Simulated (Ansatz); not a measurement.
Consider the substitution at a C–O bond: `CC(O)(O)Cl` + HI → `CC(O)(Cl)I` + H₂O.

Isolated molecules relaxed with PBE0-D4/def2-TZVP in Ansatz; ΔE leaves out vibrations. CBS: MP2 limit from def2 TZ/QZ plus the TZ coupled-cluster correction, frozen cores. This one scheme is used for every species. DFT in def2-TZVPP. B3LYP here is the variant with VWN-RPA as its local correlation; programs differ in this. HSE06 is defined as in plane-wave codes. Elements past krypton have def2 core potentials. For I outer-core shells are correlated without core-valence functions, which leaves a few kJ/mol of doubt a bond. Each species was taken in one conformer, which may not be the lowest.

`CC(O)(O)Cl`:

Z-matrix (Å, degrees):
```
C
C 1 1.508
H 1 1.093 2 108.8
H 1 1.089 2 110.3 3 119.0
H 1 1.088 2 109.8 3 -119.9
O 2 1.374 1 108.4 3 -60.5
O 2 1.390 1 113.6 3 64.4
Cl 2 1.815 1 109.2 3 179.6
H 6 0.965 2 107.7 1 179.4
H 7 0.965 2 106.9 1 -57.9
```

HI:

```xyz
2

I     0.068   -0.415   -0.686
H    -0.068    0.415    0.686
```

`CC(O)(Cl)I`:

Z-matrix (Å, degrees):
```
C
C 1 1.502
H 1 1.087 2 110.8
H 1 1.090 2 109.2 3 120.8
H 1 1.093 2 108.3 3 -120.2
O 2 1.355 1 109.6 3 -179.8
Cl 2 1.799 1 110.2 3 57.9
I 2 2.211 1 109.0 3 -59.0
H 6 0.964 2 109.9 1 -178.0
```

H₂O:

Z-matrix (Å, degrees):
```
O
H 1 0.960
H 1 0.960 2 105.1
```

```tsv
level	ΔE (kJ/mol)	difference from CCSD(T)/CBS
LDA (SPW92)	14.6	17.6
PBE-D4	-0.7	2.3
revPBE-D4	-3.9	-0.9
BLYP-D4	-3.9	-0.9
B97M-V	15.2	18.2
PBE0-D4	8.2	11.2
B3LYP-D4	4.7	7.7
r2SCANh-D4	10.7	13.7
r2SCAN0-D4	14.0	17.0
HSE06-D4	7.5	10.5
BHLYP-D4	14.5	17.5
CAM-B3LYP-D4	19.9	22.9
ωB97X-V	19.3	22.3
ωB97M-V	15.5	18.5
B2PLYP	8.9	11.9
PBE-QIDH	10.5	13.5
PBE	4.9	7.9
revPBE	3.2	6.2
BLYP	7.4	10.4
r2SCAN	9.5	12.5
PBE0	13.2	16.2
B3LYP	14.4	17.4
r2SCANh	11.9	14.9
r2SCAN0	15.5	18.5
BHLYP	25.3	28.3
CAM-B3LYP	25.5	28.5
RPA@PBE/def2-TZVPP	11.7	14.7
HF/def2-SVP	62.1	65.1
MP2/def2-SVP	29.7	32.7
CCSD/def2-SVP	44.4	47.4
CCSD(T)/def2-SVP	40.6	43.6
HF/def2-TZVPP	40.5	43.5
MP2/def2-TZVPP	-5.4	-2.4
SCS-MP2/def2-TZVPP	2.3	5.3
CCSD/def2-TZVPP	16.7	19.7
CCSD(T)/def2-TZVPP	10.3	13.3
MP2/def2-QZVPP	-13.6	-10.6
SCS-MP2/def2-QZVPP	-5.1	-2.1
HF/CBS(def2)	39.0	42.0
MP2/CBS(def2)	-18.8	-15.8
CCSD(T)/CBS	-3.0	0
```

Largest T1 diagnostic among the species: 0.011.

From PBE to PBE0 (25 % exact exchange), in def2-TZVPP and without D4, ΔE moves by +8.2 kJ/mol. In def2-TZVPP, CCSD(T) changes the Hartree–Fock value by −30.2 kJ/mol (the triples alone add −6.4 kJ/mol) and MP2 by −45.9 kJ/mol.

CCSD(T)/CBS has its own doubt, a few kJ/mol and more with outer-core shells, so smaller differences from it don't rank the levels.
